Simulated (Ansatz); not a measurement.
Reaction (redistribution): `CB1OC1C` + `NC(O)O[SiH3]` → `CC1OB1N` + `CC(O)O[SiH3]`

Program: Ansatz. Geometries: PBE0-D4/def2-TZVP. ΔE: electronic, gas phase. CBS: MP2 limit from def2 TZ/QZ plus the TZ coupled-cluster correction, frozen cores. Functionals use def2-TZVPP. One conformer a species, not always the lowest.

```json
{"species": "`CB1OC1C`", "B2PLYP energy (Eh)": "-218.51368"}
{"species": "`NC(O)O[SiH3]`", "B2PLYP energy (Eh)": "-536.86216"}
{"species": "`CC1OB1N`", "B2PLYP energy (Eh)": "-234.59974"}
{"species": "`CC(O)O[SiH3]`", "B2PLYP energy (Eh)": "-520.80947"}
```

Task: Work out ΔE.

Result: ΔE = (-234.59974) + (-520.80947) − (-218.51368) − (-536.86216) = -0.03337 Eh = -20.9 kcal/mol. CCSD(T)/CBS gives -20.7 kcal/mol.

Largest T1 diagnostic among the species: 0.013.
